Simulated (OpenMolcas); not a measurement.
4f ions of charge +3 along the row

```yaml
Program: OpenMolcas 26.06
Method: MS-CASPT2, IPEA 0.25 Eh, imaginary shift 0.1 Eh
Basis: ANO-RCC-VQZP
Scalar_Hamiltonian: DKH2, point nucleus
Spin-orbit_coupling: state interaction with AMFI integrals over the reference wave functions, term energies averaged over their components
```

Active space: the 4f shell; CASPT2 also correlates the outermost closed s and p core shells.

ζ = ±2S·A comes from the whole width of the ground multiplet by E(J) = (A/2) J(J+1), where its levels are at least 85 % pure. Energies in cm-1.

```json
{"Ion": "Nd3+", "Configuration": "4f³", "Lowest level": "⁴I°_9/2", "Weight (%)": "97", "g": "0.733", "g, pure LS": "0.727", "Next level": "⁴I°_11/2", "E": "2040", "E measured": "1897", "ζ": "993", "ζ measured": "921"}
{"Ion": "Pm3+", "Configuration": "4f⁴", "Lowest level": "⁵I₄", "Weight (%)": "97", "g": "0.605", "g, pure LS": "0.599", "Next level": "⁵I₅", "E": "1618", "E measured": "", "ζ": "1105", "ζ measured": ""}
{"Ion": "Sm3+", "Configuration": "4f⁵", "Lowest level": "⁶H°_5/2", "Weight (%)": "96", "g": "0.297", "g, pure LS": "0.284", "Next level": "⁶H°_7/2", "E": "1128", "E measured": "", "ζ": "1272", "ζ measured": ""}
{"Ion": "Eu3+", "Configuration": "4f⁶", "Lowest level": "⁷F₀", "Weight (%)": "92", "g": "", "g, pure LS": "", "Next level": "⁷F₁", "E": "427", "E measured": "", "ζ": "1571", "ζ measured": ""}
{"Ion": "Tb3+", "Configuration": "4f⁸", "Lowest level": "⁷F₆", "Weight (%)": "96", "g": "1.494", "g, pure LS": "1.501", "Next level": "⁷F₅", "E": "2120", "E measured": "2052", "ζ": "1678", "ζ measured": "1615"}
{"Ion": "Dy3+", "Configuration": "4f⁹", "Lowest level": "⁶H°_15/2", "Weight (%)": "94", "g": "1.326", "g, pure LS": "1.334", "Next level": "⁶H°_13/2", "E": "3590", "E measured": "", "ζ": "1939", "ζ measured": ""}
{"Ion": "Er3+", "Configuration": "4f¹¹", "Lowest level": "⁴I°_15/2", "Weight (%)": "97", "g": "1.197", "g, pure LS": "1.200", "Next level": "⁴I°_13/2", "E": "6630", "E measured": "6508", "ζ": "", "ζ measured": ""}
```

Measured columns use the levels in the list in Arab et al., J. Quant. Spectrosc. Radiat. Transfer 229, 145 (2019) and Gaigalas et al. (2019), from Wyart et al. (2007) (Nd3+); Martin, Zalubas and Hagan, Atomic Energy Levels: The Rare-Earth Elements, NSRDS-NBS 60 (1978) (Tb3+); the list in Tchang-Brillet, Wyart, Meftah and Ait Mammar, Atoms 6, 52 (2018) (Er3+).

The computed ζ goes from 993 (Nd3+) to 1939 cm-1 (Dy3+), a factor of 1.95, rising at every step. It departs from the measured column by +4 to +8 %.

CASPT2 does not keep the components of a term degenerate, so their means are used; among the low terms the widest spread is 960 cm-1 (4f¹¹ ²L°, Er3+). High states are left out of the spin-orbit mixing, which shifts the levels that they would mix with. The CASPT2 spread within a term exceeds the gap to the next term for 4f³ ⁴G° and 4f³ ²K°, 4f³ ⁴D° and 4f³ ²L°, so the order of their levels is uncertain (figures for Nd3+; the like holds for Er3+). Blocks of more than 70 roots (2S+1 = 2 odd) ran without multistate coupling (holds for Nd3+; Er3+). Some levels mix across a computed gap that differs much from the measured one, so their mixing is not that of the real levels (holds for Nd3+). Blocks of more than 70 roots (2S+1 = 3 even, 1 even) ran without multistate coupling (holds for Pm3+). Blocks of more than 70 roots (2S+1 = 4 odd, 2 odd) ran without multistate coupling (holds for Sm3+; Dy3+). Blocks of more than 70 roots (2S+1 = 5 even, 3 even) ran without multistate coupling (holds for Eu3+; Tb3+). Terms from blocks run as CI alone lack orbitals of their own (holds for Eu3+). Computed and measured levels are paired by configuration, term and J; levels that our copy of the source lacks, or whose pairing is in doubt (as where it misses far off the trend of its configuration), stay unpaired and out of the deviations. Only configurations of the active space appear.

° marks odd parity.
